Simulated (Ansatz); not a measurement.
Geometry optimisation, Ansatz, RKS PBE/def2-SVP.

The input (input.yaml):

```yaml
crystal:
  periodic: [false, false, false]
  atoms:
    - { symbol: Al, position_ang: [-0.7909, -1.2078, 1.6572] }
    - { symbol: O, position_ang: [0.824, -0.6113, 1.099] }
    - { symbol: B, position_ang: [0.7246, -0.515, -0.3718] }
    - { symbol: Si, position_ang: [0.82968, -2.10369, -1.46834] }
    - { symbol: Cl, position_ang: [1.40731, -3.73124, -0.30079] }
    - { symbol: H, position_ang: [-1.1618, -2.7062, 1.7663] }
    - { symbol: H, position_ang: [-1.9451, -0.0799, 1.964] }
    - { symbol: H, position_ang: [0.31506, 0.48665, -0.85133] }
    - { symbol: H, position_ang: [1.97225, -1.87406, -2.41595] }
    - { symbol: H, position_ang: [-0.35818, -2.36916, -2.15225] }
basis:
  gaussian: { orbitals: def2-SVP }
hamiltonian:
  xc: pbe
relax:
  f_tol: 0.015
  max_steps: 40
```

Run as:

```bash
$ ansatz run input.yaml --threads 2 --pin off --max-ram 3072MiB --backend cpu --events-out ev --progress --plain --runs-dir out
```

Where does it end, and by what steps?

The run converged. After 24 steps the energy has fallen by 1.770 eV; H6 moved furthest, 1.87 Å. Joined: Al1–Cl5.

| step | energy less start (eV) | largest force component (eV/Å) | accepted |
| --- | --- | --- | --- |
| 0 | 0.0000 | 4.271 | yes |
| 1 | -0.5446 | 1.934 | yes |
| 2 | -0.7686 | 0.774 | yes |
| 3 | -0.8302 | 0.982 | yes |
| 4 | -0.9482 | 0.380 | yes |
| 5 | -1.0374 | 0.294 | yes |
| 6 | -1.0901 | 0.144 | yes |
| 7 | -1.1028 | 0.432 | yes |
| 8 | -1.1376 | 0.137 | yes |
| 9 | -1.1579 | 0.246 | yes |
| 10 | -1.1811 | 0.409 | yes |
| 11 | -1.2344 | 0.274 | yes |
| 12 | -1.2845 | 0.258 | yes |
| 13 | -1.3326 | 0.257 | yes |
| 14 | -1.3879 | 0.174 | yes |
| 15 | -1.4532 | 0.235 | yes |
| 16 | -1.5373 | 0.421 | yes |
| 17 | -1.6470 | 0.511 | yes |
| 18 | -1.7202 | 0.378 | yes |
| 19 | -1.7314 | 0.680 | yes |
| 20 | -1.7514 | 0.254 | yes |
| 21 | -1.7148 | 1.794 | no |
| 22 | -1.7688 | 0.120 | yes |
| 23 | -1.7699 | 0.043 | yes |
| 24 | -1.7700 | 0.005 | yes |

```xyz
10
Properties=species:S:1:pos:R:3
Al -0.671 -1.579 1.637
O 0.095 -0.267 0.666
B 0.681 -0.178 -0.521
Si 0.770 -1.949 -1.580
Cl -0.228 -3.287 -0.153
H 0.246 -2.088 2.834
H -2.262 -1.499 1.651
H 1.134 0.870 -0.961
H 2.097 -2.621 -1.811
H -0.045 -2.115 -2.835
```

Run time: 42 s on 2 threads of Intel(R) Xeon(R) Platinum 8488C (Sapphire Rapids) (shared host), peak memory 0.22 GiB.
